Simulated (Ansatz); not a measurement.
Reaction (redistribution): `CC[SiH]([SiH3])Cl` + `CS[SiH](N)Cl` → `CC[SiH](Cl)Cl` + `CS[SiH](N)[SiH3]`

Computed with Ansatz on PBE0-D4/def2-TZVP structures; ΔE is electronic, products minus reactants. CCSD(T)/CBS is the MP2 limit (def2-TZVPP, def2-QZVPP) plus CCSD(T) − MP2 in def2-TZVPP, frozen cores. DFT in def2-TZVPP. B3LYP here is the variant with VWN-RPA as its local correlation; programs differ in this. Each species was taken in one conformer, which may not be the lowest.

```tsv
level	ΔE (kcal/mol)
r2SCAN-D4	1.3
ωB97M-V	1.4
PBE	1.1
B3LYP	1.5
SCS-MP2/def2-TZVPP	1.5
CCSD/def2-TZVPP	1.5
MP2/def2-QZVPP	1.4
MP2/CBS(def2)	1.5
```

What does CCSD(T)/CBS give? (Best estimate.)

Ansatz gave: +1.4 kcal/mol. The listed levels differ from it by -0.1, 0.0, -0.3, 0.1, 0.1, 0.1, 0.0, 0.1 kcal/mol.

Largest T1 diagnostic among the species: 0.012.
